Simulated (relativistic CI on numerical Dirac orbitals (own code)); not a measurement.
## Pr⁴⁺: N4,5 absorption edge

Computed with this model: Dirac-Coulomb-Breit CI, KLI orbitals optimised for each configuration, a model potential for QED, valence Slater integrals scaled by 0.9, multiplet model of core-to-valence dipole absorption; configurations [Xe] 4f → [Kr] 4d9 4f2 5s2 5p6; 300 K; Lorentzian 0.5 eV and Gaussian 0.2 eV FWHM. Energies are those of the free ion, without screening or charge transfer. The branching ratio is the share of the lower-energy edge in the whole absorption, uncertain by about 0.02 where the edges overlap. S is read from ⟨S²⟩ = S(S + 1).

Field parameters in Wybourne normalisation. The field is a parameter set, without covalency.

free ion: ground-state S = 0.50, centroid 140.31 eV. Peaks (eV, height): 136.1 (94), 142.2 (66), 143.7 (100).

D4h, B20 = 1400, B40 = 2890, B44 = -1130, B60 = 920, B64 = 20 cm⁻¹: ground-state S = 0.50, centroid 140.31 eV. Peaks (eV, height): 136.1 (99), 142.3 (72), 143.8 (100).

Strongest unbroadened transitions for D4h, B20 = 1400, B40 = 2890, B44 = -1130, B60 = 920, B64 = 20 cm⁻¹:

```tsv
Energy (eV)	Relative strength
136.04	12.1
136.05	7.2
136.09	53.5
136.10	100.0
136.15	29.9
136.18	9.0
142.19	13.3
142.24	81.8
142.29	51.6
142.66	3.5
142.74	3.6
143.71	16.0
143.73	6.7
143.76	70.6
143.78	63.2
143.81	42.9
143.84	4.3
143.89	7.1
```
